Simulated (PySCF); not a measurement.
## `C=C[C@H](C)C(=O)F` in a uniform electric field

C5H7FO.
Numbering: `[CH2:1]=[CH:2][C@H:3]([CH3:4])[C:5](=[O:6])[F:7]` (hydrogens: H8, H9 on C1; H10 on C2; H11 on C3; H12, H13, H14 on C4)

Structure used (GFN2-xTB), in Å, numbered top down from 1:
```xyz
14
C5H7FO angstrom
C      2.1803    0.0309   -0.0955
C      0.9319    0.0920   -0.5152
C     -0.2647    0.0278    0.3991
C     -1.1991   -1.1187   -0.0070
C     -0.9761    1.3443    0.3047
O     -1.1339    2.1783    1.1236
F     -1.4673    1.5521   -0.9528
H      2.4276   -0.0641    0.9491
H      3.0086    0.0683   -0.7817
H      0.6981    0.1906   -1.5664
H      0.0621   -0.0961    1.4353
H     -0.6604   -2.0606    0.0547
H     -1.5493   -0.9825   -1.0274
H     -2.0586   -1.1629    0.6576
```

Level: CAM-B3LYP/def2-SVPD (PySCF); nuclei fixed, core orbitals frozen in the response. Permanent dipole (1.321, -2.956, -0.355) D (1 au = 2.5417 D). Static polarisability (au):

```
x   73.78 -2.53  0.97
y   -2.53 59.06  3.20
z    0.97  3.20 58.07
```

Only the terms in μ and α are kept: μ(F) = μ + αF and ΔE = −μ·F − ½ F·αF.

Apply 0.008 au along ±x, ±y and ±z in turn. Tabulate induced and total dipoles and both energy terms.

```json
{"field along": "+x", "induced x (D)": "1.500", "induced y (D)": "-0.051", "induced z (D)": "0.020", "total size (D)": "4.137", "−μ·F (kJ/mol)": "-10.916", "−½F·αF (kJ/mol)": "-6.199"}
{"field along": "−x", "induced x (D)": "-1.500", "induced y (D)": "0.051", "induced z (D)": "-0.020", "total size (D)": "2.934", "−μ·F (kJ/mol)": "+10.916", "−½F·αF (kJ/mol)": "-6.199"}
{"field along": "+y", "induced x (D)": "-0.051", "induced y (D)": "1.201", "induced z (D)": "0.065", "total size (D)": "2.185", "−μ·F (kJ/mol)": "+24.427", "−½F·αF (kJ/mol)": "-4.962"}
{"field along": "−y", "induced x (D)": "0.051", "induced y (D)": "-1.201", "induced z (D)": "-0.065", "total size (D)": "4.398", "−μ·F (kJ/mol)": "-24.427", "−½F·αF (kJ/mol)": "-4.962"}
{"field along": "+z", "induced x (D)": "0.020", "induced y (D)": "0.065", "induced z (D)": "1.181", "total size (D)": "3.292", "−μ·F (kJ/mol)": "+2.934", "−½F·αF (kJ/mol)": "-4.879"}
{"field along": "−z", "induced x (D)": "-0.020", "induced y (D)": "-0.065", "induced z (D)": "-1.181", "total size (D)": "3.630", "−μ·F (kJ/mol)": "-2.934", "−½F·αF (kJ/mol)": "-4.879"}
```

For the field (0.0000, -0.0064, 0.0032) au, what is the induced dipole, and what angle does it make with the field?

αF = (0.049, -0.935, 0.420) D, at 3.6° to the field. The polarisability along this direction, F·αF/F², is 56.30 au, against a mean of 63.63 au.

Which field along μ doubles the dipole in that direction (linear response)?

The polarisability along the dipole is 63.88 au, so F = 1.2815 au / 63.88 au = 0.0201 au = 1.03 V/Å; higher-order terms are ignored.

What field makes μF equal to kT at 400 K?

kT = 1.2667 × 10⁻³ Eh, so F = 0.000989 au = 5.08 MV/cm.

Induction energy −ᾱe²/2R⁴ of a unit charge at 12 Å, the molecule taken as a point?

R = 22.68 bohr, so the energy is −63.6/(2 × 22.68⁴) Eh = -0.316 kJ/mol. The charge–dipole term at its most favourable orientation, −μe/R², is -6.54 kJ/mol.

One conformer (not necessarily the lowest) at the GFN2-xTB geometry, without solvent, vibrations or thermal averaging.
